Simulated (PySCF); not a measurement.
Record of a relaxation.

Species: C5H8OS.
Bonds: C1–C2, C2–S3 (double), C2–C4, C4–C5, C5–O6, O6–C7, C4–C7. Hydrogens: H8, H9, H10 on C1; H11 on C4; H12, H13 on C5; H14, H15 on C7.

Method: PBE0-D3(BJ)/def2-SVP geometry optimisation, gas phase in PySCF; density fitting, grid level 1; the optimiser is geomeTRIC in internal coordinates, started from a GFN2-xTB structure. The frame can shift and turn from step to step; on so coarse a grid that alone can change the energy by a few meV, and forces under 0.02 eV/Å are noise.

Step 0: E = -18175.4774 eV, largest atomic force 0.694 eV/Å
```
atom  x, y, z in Å  |  force x, y, z in eV/Å
C1      1.722    0.081    0.603   -0.094  -0.145  -0.119
C2      1.030   -0.196   -0.684    0.145  -0.122  -0.410
S3      1.845   -0.708   -1.994    0.157  -0.076  -0.177
C4     -0.447   -0.027   -0.755   -0.168   0.115   0.149
C5     -1.251   -0.981    0.160   -0.039   0.661   0.153
O6     -1.741    0.104    0.942    0.032   0.018   0.089
C7     -1.108    1.070    0.102   -0.178  -0.651   0.164
H8      2.669   -0.451    0.646    0.297  -0.137   0.027
H9      1.102   -0.186    1.457   -0.253  -0.033   0.416
H10     1.940    1.149    0.672    0.028   0.394   0.070
H11    -0.770   -0.044   -1.796    0.002  -0.020  -0.229
H12    -2.057   -1.516   -0.350   -0.202  -0.223  -0.210
H13    -0.662   -1.685    0.752    0.199  -0.278   0.139
H14    -0.435    1.722    0.663    0.224   0.263   0.134
H15    -1.840    1.676   -0.438   -0.152   0.235  -0.197
```

Step 1: E = -18175.5138 eV, largest atomic force 0.164 eV/Å
```
atom  x, y, z in Å  |  force x, y, z in eV/Å
C1      1.980    0.098    0.682    0.065   0.007   0.038
C2      1.330   -0.184   -0.636   -0.046   0.024   0.073
S3      2.173   -0.703   -1.928   -0.003  -0.003  -0.018
C4     -0.155    0.004   -0.706    0.007  -0.021  -0.090
C5     -0.953   -0.934    0.231    0.017  -0.157  -0.033
O6     -1.375    0.143    1.052    0.005  -0.001   0.041
C7     -0.803    1.096    0.167    0.043   0.157  -0.019
H8      2.943   -0.419    0.760    0.009   0.009   0.009
H9      1.333   -0.166    1.535   -0.010   0.011  -0.026
H10     2.176    1.183    0.761   -0.015  -0.029  -0.004
H11    -0.474   -0.016   -1.755   -0.012  -0.001   0.005
H12    -1.790   -1.450   -0.275    0.007   0.045   0.033
H13    -0.359   -1.687    0.781   -0.032   0.041  -0.018
H14    -0.116    1.792    0.681   -0.039  -0.037  -0.021
H15    -1.564    1.692   -0.370    0.005  -0.043   0.029
```

Step 2: E = -18175.5152 eV, largest atomic force 0.050 eV/Å
```
atom  x, y, z in Å  |  force x, y, z in eV/Å
C1      1.980    0.100    0.683    0.013  -0.008   0.002
C2      1.330   -0.183   -0.637   -0.009   0.008   0.036
S3      2.172   -0.701   -1.930    0.006  -0.002  -0.006
C4     -0.155    0.003   -0.709   -0.020  -0.006  -0.042
C5     -0.951   -0.937    0.230    0.017  -0.033  -0.010
O6     -1.365    0.141    1.056    0.003   0.004   0.049
C7     -0.800    1.097    0.166    0.017   0.030  -0.007
H8      2.946   -0.414    0.765   -0.004   0.002  -0.006
H9      1.329   -0.165    1.532   -0.005   0.004  -0.002
H10     2.172    1.184    0.761   -0.005   0.001  -0.001
H11    -0.478   -0.018   -1.757    0.015  -0.002  -0.001
H12    -1.795   -1.447   -0.268   -0.008   0.021  -0.001
H13    -0.357   -1.691    0.777   -0.002   0.000  -0.005
H14    -0.114    1.793    0.675   -0.004  -0.001  -0.006
H15    -1.568    1.688   -0.365   -0.011  -0.019   0.000
```

Step 3: E = -18175.5164 eV, largest atomic force 0.052 eV/Å
```
atom  x, y, z in Å  |  force x, y, z in eV/Å
C1      1.978    0.101    0.683   -0.024  -0.010  -0.011
C2      1.329   -0.182   -0.638    0.018  -0.009  -0.001
S3      2.174   -0.697   -1.931    0.000   0.003   0.004
C4     -0.156    0.001   -0.713   -0.049   0.010   0.003
C5     -0.947   -0.939    0.232    0.012   0.047   0.018
O6     -1.346    0.140    1.066    0.021   0.000   0.014
C7     -0.798    1.096    0.165    0.000  -0.051   0.010
H8      2.944   -0.410    0.766   -0.004  -0.002  -0.008
H9      1.324   -0.164    1.528    0.004   0.000   0.011
H10     2.165    1.186    0.762    0.005   0.015   0.002
H11    -0.482   -0.021   -1.759    0.031  -0.003  -0.009
H12    -1.800   -1.439   -0.258   -0.015   0.002  -0.017
H13    -0.352   -1.696    0.770    0.007  -0.027   0.000
H14    -0.112    1.798    0.664    0.011   0.026  -0.001
H15    -1.578    1.677   -0.358   -0.017  -0.001  -0.015
```

Step 4: E = -18175.5180 eV, largest atomic force 0.135 eV/Å
```
atom  x, y, z in Å  |  force x, y, z in eV/Å
C1      1.973    0.104    0.682   -0.050  -0.008  -0.028
C2      1.328   -0.179   -0.640    0.038  -0.021  -0.036
S3      2.176   -0.689   -1.934   -0.001   0.007   0.020
C4     -0.157   -0.002   -0.718   -0.077   0.025   0.045
C5     -0.938   -0.941    0.237    0.009   0.126   0.047
O6     -1.305    0.137    1.088    0.032  -0.003  -0.035
C7     -0.796    1.094    0.163   -0.010  -0.129   0.035
H8      2.942   -0.403    0.766    0.001  -0.005  -0.004
H9      1.316   -0.164    1.525    0.011  -0.005   0.016
H10     2.153    1.190    0.763    0.015   0.020   0.002
H11    -0.487   -0.028   -1.763    0.043  -0.005  -0.018
H12    -1.809   -1.423   -0.239   -0.018  -0.019  -0.025
H13    -0.342   -1.709    0.757    0.008  -0.049   0.002
H14    -0.110    1.812    0.639    0.017   0.049   0.001
H15    -1.599    1.652   -0.347   -0.019   0.016  -0.023
```

Step 5: E = -18175.5191 eV, largest atomic force 0.130 eV/Å
```
atom  x, y, z in Å  |  force x, y, z in eV/Å
C1      1.972    0.106    0.681   -0.062   0.004  -0.011
C2      1.326   -0.177   -0.641    0.055  -0.023  -0.036
S3      2.181   -0.682   -1.933   -0.016   0.004   0.000
C4     -0.160   -0.004   -0.720   -0.058   0.019   0.050
C5     -0.932   -0.942    0.242    0.008   0.119   0.051
O6     -1.270    0.136    1.108    0.022  -0.004  -0.057
C7     -0.796    1.091    0.161   -0.003  -0.120   0.042
H8      2.942   -0.398    0.763    0.000  -0.004  -0.001
H9      1.316   -0.163    1.524    0.011  -0.005   0.016
H10     2.150    1.192    0.762    0.014   0.016   0.002
H11    -0.488   -0.035   -1.766    0.036  -0.005  -0.016
H12    -1.820   -1.405   -0.223   -0.013  -0.022  -0.020
H13    -0.339   -1.722    0.746    0.004  -0.041   0.001
H14    -0.116    1.828    0.614    0.013   0.043  -0.001
H15    -1.621    1.626   -0.340   -0.012   0.019  -0.020
```

Step 6: E = -18175.5195 eV, largest atomic force 0.053 eV/Å
```
atom  x, y, z in Å  |  force x, y, z in eV/Å
C1      1.968    0.108    0.682    0.006  -0.006  -0.022
C2      1.328   -0.178   -0.641   -0.009   0.000  -0.018
S3      2.177   -0.681   -1.937    0.017   0.004   0.029
C4     -0.158   -0.006   -0.721   -0.038   0.007   0.022
C5     -0.929   -0.941    0.246    0.000   0.049   0.022
O6     -1.252    0.137    1.116    0.007  -0.003  -0.033
C7     -0.795    1.089    0.160   -0.005  -0.044   0.019
H8      2.939   -0.395    0.766    0.006  -0.002   0.006
H9      1.313   -0.160    1.526    0.004  -0.004  -0.002
H10     2.146    1.195    0.763    0.007   0.001  -0.003
H11    -0.482   -0.041   -1.768    0.009  -0.002  -0.004
H12    -1.824   -1.395   -0.216   -0.002  -0.012  -0.005
H13    -0.340   -1.730    0.742   -0.002  -0.013   0.000
H14    -0.118    1.838    0.601    0.000   0.014  -0.003
H15    -1.629    1.612   -0.340   -0.001   0.011  -0.007
```

Step 7: E = -18175.5197 eV, largest atomic force under 0.02 eV/Å
```
atom  x, y, z in Å  |  force x, y, z in eV/Å
C1      1.972    0.107    0.683    0.000   0.005   0.008
C2      1.328   -0.179   -0.638    0.001   0.003   0.006
S3      2.182   -0.684   -1.929   -0.004  -0.003  -0.008
C4     -0.159   -0.006   -0.718    0.013  -0.008  -0.007
C5     -0.933   -0.939    0.245   -0.003  -0.013  -0.003
O6     -1.263    0.139    1.111    0.005   0.001  -0.001
C7     -0.798    1.089    0.158    0.000   0.016  -0.001
H8      2.942   -0.398    0.765   -0.002   0.001   0.003
H9      1.320   -0.159    1.530   -0.004   0.001  -0.001
H10     2.155    1.194    0.761   -0.002  -0.004  -0.001
H11    -0.478   -0.042   -1.767   -0.005   0.000   0.002
H12    -1.824   -1.397   -0.222    0.004   0.001   0.004
H13    -0.347   -1.729    0.745   -0.004   0.008  -0.001
H14    -0.123    1.839    0.602   -0.005  -0.007  -0.002
H15    -1.628    1.615   -0.348    0.005   0.000   0.001
```

**Question.** Summarise the path.

**Answer.** The energy falls by 4.08 kJ/mol from step 0 to step 7; nine tenths of that is first reached at step 3. It falls at every step. The largest force goes from 0.694 to under 0.02 eV/Å. Among the bonds C1–H9 changes most, from 1.088 to 1.102 Å; the atoms move by 0.094 Å rms after alignment.

What follows is the cost of the whole optimisation. Rough CPU time on one thread of a shared machine: about 2.9 min.
